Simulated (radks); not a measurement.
Results of a calculation; reference values are marked as such.
Task: The mean radii <r> (bohr) of the occupied orbitals of an atom or ion are listed with their occupations. Code: a radial shooting solver on a logarithmic mesh with Libxc functionals. Model: scalar-relativistic Kohn-Sham, r2SCAN, spin-polarised, spherical densities, finite nucleus; meta-GGA in the generalised Kohn-Sham scheme; Fermi nuclear charge, rms radius of each element as measured or else 0.836 A^(1/3) + 0.57 fm.

| orbital | occ. | <r> |
|---|---|---|
| 1s down | 1 | 0.03517 |
| 1s up | 1 | 0.03517 |
| 2s up | 1 | 0.1536 |
| 2s down | 1 | 0.1536 |
| 2p up | 3 | 0.1340 |
| 2p down | 3 | 0.1339 |
| 3s up | 1 | 0.4277 |
| 3s down | 1 | 0.4278 |
| 3p up | 3 | 0.4298 |
| 3p down | 3 | 0.4299 |
| 3d up | 5 | 0.4152 |
| 3d down | 5 | 0.4151 |
| 4s up | 1 | 1.104 |
| 4s down | 1 | 1.097 |
| 4p up | 3 | 1.218 |
| 4p down | 3 | 1.207 |
| 4d up | 3 | 1.592 |

Name the element and its charge. Open shells, if any, are filled with parallel spins first.

Result: Z = 42, molybdenum, charge +3: Mo3+ in [Kr] 4d3. The 1s radius gives Z: for a bare nucleus <r> = (2 gamma + 1)/(2Z) with gamma = sqrt(1 - (Z/c)^2), 0.03457 bohr for Z = 42, and screening makes it slightly larger (0.03517 here). The occupations add up to 39, and the charge is Z minus that.
